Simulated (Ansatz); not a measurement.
HO$_{3}$W (SMILES [O]=[W+](=[O])[OH]), charge +1, singlet, at a GFN2-xTB geometry (such geometries of metal compounds can be far from the true shape) (the multiplicity is a formal guess) (core potentials on W); B3LYP/def2-TZVP in Ansatz (a first-principles code).

Here is a job for Ansatz.
Ansatz 0.2 input:
```yaml
crystal:
  periodic: [false, false, false]
  atoms:
    - {symbol: W, position_ang: [0.07411234, 0.07037078, 0.09921266]}
    - {symbol: O, position_ang: [1.38118594, -0.66393660, -0.77806048]}
    - {symbol: O, position_ang: [-0.75217380, -1.07680724, 1.10841565]}
    - {symbol: O, position_ang: [-1.09851550, 0.92101233, -1.04070746]}
    - {symbol: H, position_ang: [-1.72828650, 1.35041410, -1.65891868]}
basis:
  gaussian:
    orbitals: def2-TZVP
hamiltonian:
  xc: b3lyp
total_charge: 1
```

Question: Predict the main parts of the log of this Ansatz run.

Answer: 
```
Functional definition: B3LYP
890 factors; their error is unknown
mean field evaluation 1: about -7937.5582 eV, gradient 1.6e2 eV
mean field evaluation 2: about -7531.4211 eV, gradient 4.0e2 eV
mean field evaluation 4: about -7963.9956 eV, gradient 9.8e1 eV
mean field evaluation 8: about -7979.9484 eV, gradient 7.7e-1 eV
mean field evaluation 16: about -7979.9698 eV, gradient 7.1e-4 eV
mean field -7979.96981942 eV, -293.2584818458 hartree, gradient 5.0e-5 eV, S^2 0.000000; 0 other end points of the search recorded, 0 dependent functions left out
reference -7979.97003444 eV, -293.2584897476 hartree; 19, 19 occupied and 120, 120 virtual orbitals, 890 factors
Total energy: -7979.97003444 eV, -293.2584897476 hartree
```
